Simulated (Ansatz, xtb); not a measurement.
# C3H7F3N2Si: which of two isomers lies lower

Structure X is `FC(F)(F)[SiH]1NCCN1`, a singlet and structure Y is `FC(F)(F)[C@@H]1CN[SiH2]N1`, a singlet. Both are isolated molecules in the gas phase, relaxed with r2SCAN-D4/def2-SVP, each in the lowest conformer that the search found.

Q: Which of the two would you expect CCSD(T)/def2-SVP + ΔMP2/def2-TZVPP electronic energies to favour?

A: Structure Y; the calculation gives E(Y) − E(X) = −0.126 eV.

How the difference moves with the method:

| level | geometry | E(Y) − E(X) (eV) | departure from the last row (eV) | job, with rough time for the two |
| --- | --- | --- | --- | --- |
| r2SCAN-D4/def2-SVP | r2SCAN-D4/def2-SVP | −0.252 | −0.126 | optimisation, 60 s |
| HF/def2-SVP | r2SCAN-D4/def2-SVP | −0.285 | −0.159 | part of the CCSD(T) run |
| MP2/def2-SVP | r2SCAN-D4/def2-SVP | −0.320 | −0.194 | part of the CCSD(T) run |
| CCSD(T)/def2-SVP | r2SCAN-D4/def2-SVP | −0.327 | −0.201 | single point |
| CCSD(T)/def2-SVP + ΔMP2/def2-TZVPP | r2SCAN-D4/def2-SVP | −0.126 |  | single point, 3.9 min |

As drawn, Y has 1 C–C, 1 Si–H in place of 1 C–Si, 1 C–H.

The levels shown agree on the order. The largest departure from CCSD(T)/def2-SVP + ΔMP2/def2-TZVPP is that of CCSD(T)/def2-SVP, 0.201 eV. Levels run at GFN2-xTB geometries aren't shown. The last row adds to CCSD(T) the change of the MP2 difference between the two basis sets, here +0.201 eV, a large step that makes the value less sure.

With thermal terms from frequencies at re-optimised GFN2-xTB minima (ideal gas, soft modes damped towards free rotors, one conformer each, 298.15 K, 1 atm): on the last row, ΔE + ΔZPE = −0.177, ΔH = −0.197, ΔG = −0.137 eV.

The correlated steps freeze 13 core orbitals. Mirror images aren't counted in ΔG. Codes used: Ansatz 0.2.0, xtb 6.7.1; the last row on 4 threads of Arm Neoverse V1 on a shared host.
